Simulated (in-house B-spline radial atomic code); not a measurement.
Re⁺. Computed with a B-spline radial atomic code. Model: non-relativistic spherical atom: semilocal Troullier-Martins pseudo-atom, one channel per l, against all electrons, high spin, G0W0 and RPA with empty states to l = 8, local potential for every l without a channel, a model core (radius 0 = none) keeps its share of the functional.

Without relativity these are model numbers for so heavy an element.

What the tables leave out is listed at the end.

The pseudopotential gives back the lowest level of each angular momentum of its own functional in the configuration it was made in; a second state of the same l is only approximately right. Exact exchange, RPA and GW see the smooth pseudo-orbitals and miss the exchange with the core, for which the functional's share stands in. The column with an uncorrelated core keeps all orbitals and exact exchange, and so separates missing core correlation from pseudisation. Only the three outermost levels and the lowest empty one were computed. RPA here is direct RPA, with no exchange kernel, and its energies carry an (l + 1/2)⁻⁴ tail. A hybrid on a potential with a model core restores only its own semilocal share of the core's exchange.

Command:
```bash
python run_psgw.py task.json out
```
Settings (lengths in bohr, energies in hartree):
```
Z                      75
electrons              74
configuration          [Xe] 4f14 5d5 6s1
generated_in           [Xe] 4f14 5d5 6s2
functional             pbe,pbe
core_shells            9
radius_factor          1.15
core_correction        True
ion_configuration      [Xe] 4f14 5d5
```

Time taken, with all properties: 2.1 min on 1 thread of Arm Neoverse N1, with other jobs on the host.

Given: made with PBE; model core radius 0.61 bohr; local radius 1.243 bohr; mean-field start PBE.

Valence shells of the generating configuration: 5s, 4f, 5p, 5d, 6s.

Channel: s 1.18, p 1.279, d 1.596, f 1.599 (radii in bohr).

Computed: largest level miss in the spin-unpolarised generating configuration 0.072 eV; valence RPA correlation energy all-electron orbitals -2.0057 hartree; valence RPA correlation energy pseudo -2.5511 hartree; all-electron RPA polarisability, core included 29.493 bohr³; pseudo-atom RPA polarisability 28.892 bohr³; ionisation by mean-field all-electron 15.06 eV; ionisation by RPA all-electron 15.283 eV.

| level | occupied | mean-field all-electron (eV) | mean-field pseudo minus all (eV) | G0W0 all-electron (eV) | G0W0 uncorrelated core minus all (eV) | G0W0 pseudo minus all (eV) | exchange self-energy all-electron (eV) | exchange self-energy pseudo (eV) |
| --- | --- | --- | --- | --- | --- | --- | --- | --- |
| 6s up | 1 | -11.741 | -0.123 | -15.391 | 0.001 | -0.147 | -12.298 | -11.925 |
| 5d down (empty) | 0 | -11.546 | -0.055 | -7.8731 | -0.035 | -0.491 | -10.975 | -10.044 |

What is the ionisation by mean-field pseudo minus all?

0.149 eV.

What is the ionisation by RPA pseudo minus all?

0.001 eV.

Given: mean-field start PBE0.

Computed: valence RPA correlation energy all-electron orbitals -1.9276 hartree; valence RPA correlation energy pseudo -2.4811 hartree; all-electron RPA polarisability, core included 25.969 bohr³; pseudo-atom RPA polarisability 25.669 bohr³; ionisation by mean-field pseudo minus all 0.024 eV; ionisation by RPA all-electron 15.142 eV.

```tsv
level	occupied	mean-field all-electron (eV)	mean-field pseudo minus all (eV)	G0W0 all-electron (eV)	G0W0 uncorrelated core minus all (eV)	G0W0 pseudo minus all (eV)	exchange self-energy all-electron (eV)	exchange self-energy pseudo (eV)
6s up	1	-12.367	-0.014	-15.276	0.002	-0.018	-12.136	-11.629
5d up	1	-16.839	-0.272	-20.707	-0.046	-0.577	-28.787	-28.404
5p down	?	?	?	?	?	?	?	?
5d down (empty)	0	-9.8332	-0.225	-7.344	-0.032	-0.348	-10.372	-9.8106
```

What belongs in the row 5p down?

occupied: 1; mean-field all-electron (eV): -51.592; mean-field pseudo minus all (eV): -0.08; G0W0 all-electron (eV): -55.773; G0W0 uncorrelated core minus all (eV): -0.057; G0W0 pseudo minus all (eV): -0.731; exchange self-energy all-electron (eV): -38.255; exchange self-energy pseudo (eV): -35.015.

What is the ionisation by RPA pseudo minus all?

-0.053 eV.

What is the ionisation by mean-field all-electron?

14.77 eV.

Among the listed levels the largest G0W0 shift of the pseudo-atom is -0.73 eV, for 5p down on the PBE0 start, while leaving the core uncorrelated moves that level by -0.06 eV. So pseudisation and the lost core exchange, not the missing core correlation, make the error. Not in the tables (levels of low weight, unsolved or above zero; the highest and the empty levels are kept at any weight): on PBE the G0W0 levels 5d up (pseudo minus all -0.54 eV, weights 0.75 and 0.79), 5p down (pseudo minus all -0.78 eV, weights 0.66 and 0.72); no Hartree-Fock pseudo-atom is run with a model core.
